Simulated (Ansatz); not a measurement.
`OBC[SiH3]` + H₂ → `BC[SiH3]` + H₂O at 700 K and 1 bar (hydrogenolysis of a B–O bond).

Isolated molecules relaxed with PBE0-D4/def2-TZVP in Ansatz; ΔE leaves out vibrations. CCSD(T)/CBS adds triple-zeta CCSD(T) − MP2 to the extrapolated MP2 energy (def2 sets, frozen cores). This one scheme is used for every species. One conformer a species, not always the lowest.

| species | CCSD(T)/CBS energy (Eh) | H − E (kJ/mol) | S (J/(mol·K)) |
| --- | --- | --- | --- |
| `OBC[SiH3]` | -431.36750 | 285.5 | 441.5 |
| H₂ | -1.17544 | 46.8 | 155.3 |
| `BC[SiH3]` | -356.11784 | 256.7 | 404.7 |
| H₂O | -76.37941 | 80.5 | 218.4 |

H − E and S are ideal-gas, rigid-rotor, harmonic terms from PBE0-D4/def2-TZVP, for one conformer and one mirror image of each species. The MP2-based limit puts H₂ 0.8 mEh under its directly extrapolated value; such offsets cancel only in part. 1 Eh = 2625.50 kJ/mol, R = 8.31446 J/(mol·K).

Problem. By hand: ΔE, ΔH, ΔS and ΔG.

Solution. ΔE = (-356.11784) + (-76.37941) − (-431.36750) − (-1.17544) = 0.04569 Eh = 120.0 kJ/mol. Δ(H − E) = 256.7 + 80.5 − 285.5 − 46.8 = 4.9, so ΔH = 124.9 kJ/mol. ΔS = 404.7 + 218.4 − 441.5 − 155.3 = 26.3 J/(mol·K). ΔG = 124.9 − 700 × (26.3)/1000 = 106.5 kJ/mol.

Problem. By hand: the equilibrium constant, and the temperature at which ΔG would vanish if ΔH and ΔS stayed fixed.

Solution. log₁₀ K = −ΔG/(RT ln 10) = -7.9. ΔG = 0 at ΔH/ΔS = 4749 K, far beyond where these terms or the molecules hold.

ΔH outweighs TΔS. A doubt of 5 kJ/mol in ΔE shifts log₁₀ K by 0.4 here. Other conformers and mirror images would add mixing entropy, several J/(mol·K) or more a flexible species. These are equilibria of isolated gas molecules and say nothing of rates. Largest T1 diagnostic: 0.012 (customary marks: 0.02 for closed shells, 0.045 for open ones).
